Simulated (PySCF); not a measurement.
C3H6Cl (SMILES C[C](C)Cl), doublet, at a GFN2-xTB geometry; CAMB3LYP/3-21G run with PySCF.

PySCF was given this input:
```python
from pyscf import gto, scf, dft

mol = gto.M(
    atom='''
C    -1.12714493    0.54831026   -1.12061078
C     0.05858672    0.01652336   -0.40707604
C     1.43913294    0.42902159   -0.75611191
Cl   -0.19499081   -0.56806618    1.18693576
H    -1.37519472    1.56824688   -0.79981318
H    -0.93026778    0.57765788   -2.19090812
H    -2.00138196   -0.07334642   -0.93606275
H     2.16736257   -0.26712278   -0.34395903
H     1.67995543    1.42623389   -0.36587780
H     1.55092187    0.46232438   -1.83849467
''',
    basis='3-21g',
    spin=1,
    verbose=4,
)

mf = dft.UKS(mol)
mf.xc = 'camb3lyp'
mf.kernel()
mf.analyze()
```

### Question
Predict the main parts of the log of this PySCF run.

### Answer

```
PySCF version 2.14.0

[INPUT] verbose = 4
[INPUT] num. atoms = 10
[INPUT] num. electrons = 41
[INPUT] charge = 0
[INPUT] spin (= nelec alpha-beta = 2S) = 1
[INPUT] symmetry False subgroup None
[INPUT] Mole.unit = angstrom
[INPUT] Symbol           X                Y                Z      unit          X                Y                Z       unit  Magmom
[INPUT]  1 C     -1.127144930000   0.548310260000  -1.120610780000 AA   -2.129995220392   1.036156222689  -2.117647466435 Bohr   0.0
[INPUT]  2 C      0.058586720000   0.016523360000  -0.407076040000 AA    0.110712855337   0.031224625058  -0.769262227472 Bohr   0.0
[INPUT]  3 C      1.439132940000   0.429021590000  -0.756111910000 AA    2.719567113440   0.810733306625  -1.428844429422 Bohr   0.0
[INPUT]  4 Cl    -0.194990810000  -0.568066180000   1.186935760000 AA   -0.368479227707  -1.073489500828   2.242983513852 Bohr   0.0
[INPUT]  5 H     -1.375194720000   1.568246880000  -0.799813180000 AA   -2.598741388748   2.963557098904  -1.511427861017 Bohr   0.0
[INPUT]  6 H     -0.930267780000   0.577657880000  -2.190908120000 AA   -1.757951326707   1.091615186897  -4.140216310886 Bohr   0.0
[INPUT]  7 H     -2.001381960000  -0.073346420000  -0.936062750000 AA   -3.782063775045  -0.138604646017  -1.768902232907 Bohr   0.0
[INPUT]  8 H      2.167362570000  -0.267122780000  -0.343959030000 AA    4.095721669933  -0.504788895832  -0.649988364771 Bohr   0.0
[INPUT]  9 H      1.679955430000   1.426233890000  -0.365877800000 AA    3.174655664176   2.695191441673  -0.691408837058 Bohr   0.0
[INPUT] 10 H      1.550921870000   0.462324380000  -1.838494670000 AA    2.930817574898   0.873666458909  -3.474251407773 Bohr   0.0

nuclear repulsion = 156.846106168251
number of shells = 34
number of NR pGTOs = 90
number of NR cGTOs = 52
basis = 3-21g
ecp = {}

******** <class 'pyscf.dft.uks.UKS'> ********
method = UKS
initial guess = minao
damping factor = 0
level_shift factor = 0
DIIS = <class 'pyscf.scf.diis.CDIIS'>
diis_start_cycle = 1
diis_space = 8
diis_damp = 0
SCF conv_tol = 1e-09
SCF conv_tol_grad = None
SCF max_cycles = 50
direct_scf = True
direct_scf_tol = 1e-13
number electrons alpha = 21  beta = 20
XC library pyscf.dft.libxc version 7.1.2
    S. Lehtola, C. Steigemann, M. J. T. Oliveira, and M. A. L. Marques,  SoftwareX 7, 1–5 (2018)
XC functionals = camb3lyp
    T. Yanai, D. P. Tew, and N. C. Handy,  Chem. Phys. Lett. 393, 51 (2004)
radial grids:
    Treutler-Ahlrichs [JCP 102, 346 (1995); DOI:10.1063/1.469408] (M4) radial grids

becke partition: Becke, JCP 88, 2547 (1988); DOI:10.1063/1.454033
pruning grids: <function nwchem_prune>
grids dens level: 3
symmetrized grids: False
atomic radii adjust function: <function treutler_atomic_radii_adjust>
small_rho_cutoff = 0
Set gradient conv threshold to 3.16228e-05
tot grids = 120088
init E= -575.179798106388

cycle= 1 E= -575.125493190551  delta_E= 0.0543  |g|= 0.186  |ddm|=  2.1
cycle= 2 E= -575.138018877689  delta_E= -0.0125  |g|= 0.147  |ddm|= 0.463
cycle= 3 E= -575.148703488453  delta_E= -0.0107  |g|= 0.0209  |ddm|= 0.168
cycle= 4 E= -575.149054040711  delta_E= -0.000351  |g|= 0.00925  |ddm|= 0.0473
cycle= 5 E= -575.149122002019  delta_E= -6.8e-05  |g|= 0.00292  |ddm|= 0.0165
cycle= 6 E= -575.149132513155  delta_E= -1.05e-05  |g|= 0.000939  |ddm|= 0.0083
cycle= 7 E= -575.149133590185  delta_E= -1.08e-06  |g|= 0.000339  |ddm|= 0.00256
cycle= 8 E= -575.14913374669  delta_E= -1.57e-07  |g|= 6.82e-05  |ddm|= 0.0011
cycle= 9 E= -575.149133758079  delta_E= -1.14e-08  |g|= 1.75e-05  |ddm|= 0.000353
cycle= 10 E= -575.149133758757  delta_E= -6.78e-10  |g|= 4.83e-06  |ddm|= 8.91e-05
Extra cycle  E= -575.149133758794  delta_E= -3.73e-11  |g|= 2.52e-06  |ddm|= 1.9e-05
converged SCF energy = -575.149133758794  <S^2> = 0.75413818  2S+1 = 2.0041339
**** SCF Summaries ****
Total Energy =                        -575.149133758793823
Nuclear Repulsion Energy =             156.846106168250856
One-electron Energy =                -1100.737583916995618
Two-electron Energy =                  368.742343989950996
Two-electron Coulomb Energy =          415.356889947092952
DFT Exchange-Correlation Energy =      -46.614545957141956
**** MO energy ****
                             alpha | beta                alpha | beta
MO #1   energy= -100.882619663116  | -100.882076106883  occ= 1 | 1
MO #2   energy= -10.2586139886742  | -10.2440826669872  occ= 1 | 1
MO #3   energy= -10.1985810978835  | -10.1995323982566  occ= 1 | 1
MO #4   energy= -10.1981989387705  | -10.1991482305908  occ= 1 | 1
MO #5   energy= -9.45515270014404  | -9.45462149268159  occ= 1 | 1
MO #6   energy= -7.2290712565196   | -7.22927782238652  occ= 1 | 1
MO #7   energy= -7.2194555326988   | -7.21740196210635  occ= 1 | 1
MO #8   energy= -7.21773578013177  | -7.21727340805003  occ= 1 | 1
MO #9   energy= -0.975722785359149 | -0.961059575858312 occ= 1 | 1
MO #10  energy= -0.845759699466331 | -0.837407311652413 occ= 1 | 1
MO #11  energy= -0.794483207720331 | -0.791847530245091 occ= 1 | 1
MO #12  energy= -0.633214543188136 | -0.611437164943367 occ= 1 | 1
MO #13  energy= -0.535769147143332 | -0.530252491054493 occ= 1 | 1
MO #14  energy= -0.528886570374484 | -0.511484400902405 occ= 1 | 1
MO #15  energy= -0.517713708834738 | -0.503794760481098 occ= 1 | 1
MO #16  energy= -0.469523428594264 | -0.461996199592049 occ= 1 | 1
MO #17  energy= -0.442440875474664 | -0.438910056939801 occ= 1 | 1
MO #18  energy= -0.438757273134108 | -0.434662084270404 occ= 1 | 1
MO #19  energy= -0.405350843720035 | -0.387225673910367 occ= 1 | 1
MO #20  energy= -0.366449344957353 | -0.364584765881254 occ= 1 | 1
MO #21  energy= -0.244541435120377 | 0.0110322072367919 occ= 1 | 0
MO #22  energy= 0.118417138255459  | 0.135280966903228  occ= 0 | 0
MO #23  energy= 0.173435157689886  | 0.174466118785304  occ= 0 | 0
MO #24  energy= 0.218972272132994  | 0.224172133393935  occ= 0 | 0
MO #25  energy= 0.220046472405474  | 0.225851766682643  occ= 0 | 0
MO #26  energy= 0.240588623741948  | 0.250197939179358  occ= 0 | 0
MO #27  energy= 0.247964852158777  | 0.251457989265539  occ= 0 | 0
MO #28  energy= 0.249431216484668  | 0.251676667578106  occ= 0 | 0
MO #29  energy= 0.319099899726516  | 0.334140271131382  occ= 0 | 0

To work with the spin densities directly, `use mulliken_meta_spin()` only printing them here.

 ** Mulliken spin pop alpha/beta on meta-lowdin orthogonal AOs **
 ** Mulliken Spin Density (per AO)  **
spin_pop of  0 C 1s        0.00000
spin_pop of  0 C 2s       -0.00748
spin_pop of  0 C 3s        0.00005
spin_pop of  0 C 2px      -0.01637
spin_pop of  0 C 2py      -0.01791
spin_pop of  0 C 2pz      -0.01085
spin_pop of  0 C 3px       0.00027
spin_pop of  0 C 3py       0.00044
spin_pop of  0 C 3pz       0.00017
spin_pop of  1 C 1s       -0.00001
spin_pop of  1 C 2s        0.06114
spin_pop of  1 C 3s        0.00044
spin_pop of  1 C 2px       0.02003
spin_pop of  1 C 2py       0.64481
spin_pop of  1 C 2pz       0.15298
spin_pop of  1 C 3px      -0.00012
spin_pop of  1 C 3py       0.00292
spin_pop of  1 C 3pz       0.00069
spin_pop of  2 C 1s        0.00000
spin_pop of  2 C 2s       -0.00748
spin_pop of  2 C 3s        0.00005
spin_pop of  2 C 2px      -0.02072
spin_pop of  2 C 2py      -0.01691
spin_pop of  2 C 2pz      -0.00750
spin_pop of  2 C 3px       0.00033
spin_pop of  2 C 3py       0.00042
spin_pop of  2 C 3pz       0.00013
spin_pop of  3 Cl 1s        0.00000
spin_pop of  3 Cl 2s       -0.00000
spin_pop of  3 Cl 3s        0.00187
spin_pop of  3 Cl 4s        0.00044
spin_pop of  3 Cl 2px      -0.00000
spin_pop of  3 Cl 2py       0.00000
spin_pop of  3 Cl 2pz      -0.00000
spin_pop of  3 Cl 3px      -0.00024
spin_pop of  3 Cl 3py       0.05651
spin_pop of  3 Cl 3pz      -0.00188
spin_pop of  3 Cl 4px       0.00007
spin_pop of  3 Cl 4py       0.00064
spin_pop of  3 Cl 4pz       0.00029
spin_pop of  4 H 1s        0.05748
spin_pop of  4 H 2s        0.00027
spin_pop of  5 H 1s        0.00985
spin_pop of  5 H 2s        0.00004
spin_pop of  6 H 1s        0.01369
spin_pop of  6 H 2s        0.00005
spin_pop of  7 H 1s        0.01369
spin_pop of  7 H 2s        0.00005
spin_pop of  8 H 1s        0.05748
spin_pop of  8 H 2s        0.00027
spin_pop of  9 H 1s        0.00985
spin_pop of  9 H 2s        0.00004
 ** Mulliken Spin Density (per atom)  **
spin density of  0 C =     -0.05167
spin density of  1 C =      0.88288
spin density of  2 C =     -0.05167
spin density of  3 Cl =      0.05770
spin density of  4 H =      0.05775
spin density of  5 H =      0.00988
spin density of  6 H =      0.01374
spin density of  7 H =      0.01374
spin density of  8 H =      0.05775
spin density of  9 H =      0.00988
 ** Mulliken pop alpha/beta on meta-lowdin orthogonal AOs **
 ** Mulliken pop       alpha | beta **
In total            21.00000 | 20.00000
 ** Mulliken atomic charges   ( Nelec_alpha | Nelec_beta ) **
charge of  0C =     -0.29808  (     3.12320      3.17487 )
charge of  1C =     -0.02229  (     3.45258      2.56970 )
charge of  2C =     -0.29808  (     3.12321      3.17488 )
charge of  3Cl =     -0.05617  (     8.55693      8.49923 )
charge of  4H =      0.10780  (     0.47498      0.41722 )
charge of  5H =      0.11270  (     0.44859      0.43871 )
charge of  6H =      0.11680  (     0.44847      0.43473 )
charge of  7H =      0.11680  (     0.44847      0.43473 )
charge of  8H =      0.10780  (     0.47498      0.41722 )
charge of  9H =      0.11270  (     0.44859      0.43871 )
Dipole moment(X, Y, Z, Debye):  0.28384,  1.09233, -1.64074
```
